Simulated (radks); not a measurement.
Effect of the nuclear size on the zirconium ion Zr+, [Kr] 4d2 5s1. All-electron calculation, Dirac Kohn-Sham, PBE, spin-unpolarised, spherical densities, finite nucleus; open shells are shared between the two j in proportion to 2j + 1; Fermi nuclear charge, rms radius 4.2694 fm. Program: a radial shooting solver on a logarithmic mesh with Libxc functionals. The rms radius is varied about that value; shifts are against it.

rms radius (fm)  total energy shift (eV)  density at nucleus (e/bohr^3)  1s1/2 shift (meV)  2s1/2 shift (meV)  4s1/2 shift (meV)  4p1/2 shift (meV)  5s1/2 shift (meV)
3.4838                            -0.367                      7.626e+04               -155              -16.3             -0.407              0.053             -0.042
4.1029                           -0.0833                      7.504e+04              -35.2              -3.70             -0.093              0.012             -0.010
4.2694                                 0                      7.474e+04              0.000              0.000              0.000              0.000              0.000
4.4701                             0.104                      7.441e+04               44.2               4.64              0.116             -0.015              0.012
5.1617                             0.497                      7.337e+04                210               22.1              0.552             -0.072              0.057

Slopes of the eigenvalues against <r^2> in GHz/fm^2, as finite differences over the two radii next to the reference (eigenvalue slopes, not the field-shift constants of lines): 1s1/2 6100, 2s1/2 641, 4s1/2 16.0.
